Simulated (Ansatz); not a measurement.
Reaction (isomerisation): `BCC(O)=S` → `OC1CBS1`

Gas-phase electronic energies from Ansatz, PBE0-D4/def2-TZVP geometries. CCSD(T)/CBS is the MP2 limit (def2-TZVPP, def2-QZVPP) plus CCSD(T) − MP2 in def2-TZVPP, frozen cores. Functionals use def2-TZVPP. B3LYP here is the variant with VWN-RPA as its local correlation; programs differ in this. Each species was taken in one conformer, which may not be the lowest.

CCSD(T)/CBS gives -1.05 eV.

Task: Another level gave -0.82 eV. Which?
A. HF/def2-TZVPP
B. CCSD/def2-TZVPP
C. B3LYP-D4/def2-TZVPP
D. PBE0/def2-TZVPP

Result: A. HF/def2-TZVPP -0.82, B3LYP-D4 -0.89, CCSD/def2-TZVPP -1.03, PBE0 -1.11 eV.

Largest T1 diagnostic among the species: 0.016.

From PBE to PBE0 (25 % exact exchange), in def2-TZVPP and without D4, ΔE moves by −0.08 eV. In def2-TZVPP, CCSD(T) changes the Hartree–Fock value by −0.21 eV (the triples alone add +0.00 eV) and MP2 by −0.25 eV.
